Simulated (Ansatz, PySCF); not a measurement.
Gas-phase reaction (SMILES): COB(O)O [methoxyboronic acid] + Cl (HCl) → OB(O)Cl [chloroboronic acid] + CO (CH4O) [methanol]; hydrogen chloride cleaves one B-O bond, a model of a ligand-exchange step.

Geometries: B3LYP-D3(BJ)/def2-TZVP minima from Ansatz (a program for electronic structure), one conformer each, not searched for the lowest. Valence correlation only, unless marked. No spin-orbit coupling. No relativistic terms. CBS marks a two-point X^-3 extrapolation of the correlation energy; Hartree-Fock from the larger set. Thermal terms are rigid-rotor harmonic-oscillator values from B3LYP-D3(BJ) frequencies (Ansatz or PySCF) at 298.15 K and 1 atm. 1 Eh = 627.5095 kcal/mol.

| species | E, CCSD(T)/CBS(cc-pV(T+d)Z,cc-pV(Q+d)Z) (Ansatz) (Eh) | E, wB97M-V/def2-TZVPD (Ansatz) (Eh) | H - E (Eh) | G - E (Eh) |
|---|---|---|---|---|
| COB(O)O | -291.51978 | -291.81969 | 0.08381 | 0.04717 |
| Cl (HCl) | -460.37849 | -460.79070 | 0.01000 | -0.01120 |
| OB(O)Cl | -636.26434 | -636.87010 | 0.04002 | 0.00784 |
| CO (CH4O) | -115.60979 | -115.71687 | 0.05533 | 0.02827 |

### Question
Work out ΔE and ΔH, ΔG, ΔS and the equilibrium constant at 298.15 K at the first level, then ΔH at the second.

### Answer

1. ΔE = [(-636.26434) + (-115.60979)] - [(-291.51978) + (-460.37849)] = 0.02414 Eh = 15.1 kcal/mol at CCSD(T)/CBS(cc-pV(T+d)Z,cc-pV(Q+d)Z).
2. The terms H - E add up to 0.00154 Eh, so ΔH = (0.02414 + (0.00154))×627.5095 = 16.1 kcal/mol.
3. The terms G - E add up to 0.00014 Eh, so ΔG = 15.2 kcal/mol, and ΔS = (0.00154 - (0.00014))×627509.5/298.15 = 2.9 cal/(mol K).
4. log10 K = -ΔG/(RT ln 10) = -11.1, with RT ln 10 = 1.3642 kcal/mol.
5. At wB97M-V/def2-TZVPD the same steps give ΔE = 14.7 and ΔH = 15.7 kcal/mol, a shift of -0.4 from the first level.
6. These values are not checked against measurement here, since the tables used lack a sound gas-phase enthalpy of formation for at least one species.
